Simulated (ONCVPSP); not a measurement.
## Building the ONCV potential for Tc (LDA (Perdew-Zunger), fully relativistic).

```json
{"Element": "technetium (Tc)", "Generator": "ONCVPSP 4.0.1", "Type": "optimised norm-conserving Vanderbilt (ONCV)", "Functional": "LDA (Perdew-Zunger)", "Relativity": "fully relativistic", "Frozen core": "[Ar] 3d10", "Valence charge": "15", "Reference configuration": "4s2 4p6 4d5 5s1.75 (charge +0.25)", "Partial waves": "4s+5s: rc 1.60 bohr, ncon 4, nbas 7, qcut 8.5 1/bohr, 2 projectors; 4p: rc 1.65 bohr, ncon 5, nbas 9, qcut 8 1/bohr, 2 projectors, debl 1 Ha; 4d: rc 1.65 bohr, ncon 4, nbas 8, qcut 6.5 1/bohr, 1 projector", "Local potential": "polynomial inside 1.35 bohr (lpopt 3, dvloc0 0 Ha)", "Core correction": "Teter function fitted to the true core (icmod 2), fcfact 0.6"}
```

Open shells are filled in proportion to 2j + 1.

In the p channel the program set the typed energies aside and used -1.699, 0.250 Ha (j = l + 1/2; the other j can differ).

All-electron outer shells of the reference configuration (LDA (Perdew-Zunger), scalar-relativistic, ld1.x):

| shell | level (eV) | outermost node (bohr) | outermost maximum (bohr) |
| --- | --- | --- | --- |
| 3d | -251.97 | – | 0.31 |
| 4s | -75.18 | 0.50 | 0.95 |
| 4p | -47.19 | 0.51 | 1.03 |
| 4d | -8.58 | 0.50 | 1.27 |
| 5s | -6.81 | 1.28 | 2.69 |

Task: Estimate the cutoffs (Ha) at which the residual kinetic energy of the hardest occupied pseudo-wave falls to 1 and 0.1 mHa per electron.

Result: 24 Ha and 49 Ha.

Task: Does the potential have ghost states?

Result: No bound ghost flagged; no localised positive-energy state flagged.

Task: Tests: 4s2 4p6 4d5 5s2; 4s2 4p6 4d5 5s1; 4s2 4p6 4d5 5s0; 4s2 4p6 4d5 5s1 5p1. Which has the largest error in its energy relative to the reference configuration, and how large is it?

Result: 4s2 4p6 4d5 5s0, with -1.1 meV (all-electron minus pseudo) on +22.13 eV.
